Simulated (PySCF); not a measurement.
**Electron correlation in Sn⁺ (tin, charge +1)**

[Kr] 4d10 5s2 5p1, 2P determinant. Calculation: PySCF 2.14, in cc-pVDZ-PP with ECP28MDF; scalar relativity through the core potential. Frozen: 4s2 4p6 4d10; 3 electrons correlated.

MP2 pair energies summed by pair of shells (mhartree):

```
 pair  energy  share (%)
5s-5s  -15.75       59.3
5s-5p  -10.80       40.7
```

Total MP2 correlation energy: -26.56 mhartree.

Same-spin part -1.86 and opposite-spin part -24.70 mhartree; SCS-MP2 scales them by 1/3 and 6/5 to -30.26 mhartree.

```csv
level,correlation energy (mhartree)
CCSD,-39.76
(T),-0.36
CCSD(T),-40.12
```

Diagnostics: T1 = 0.0090, D1 = 0.0221, largest double amplitude 0.097.

Cost of the coupled-cluster step: 0.13 s of wall time on 1 thread of Neoverse-N1 (shared host), for 3 correlated electrons.
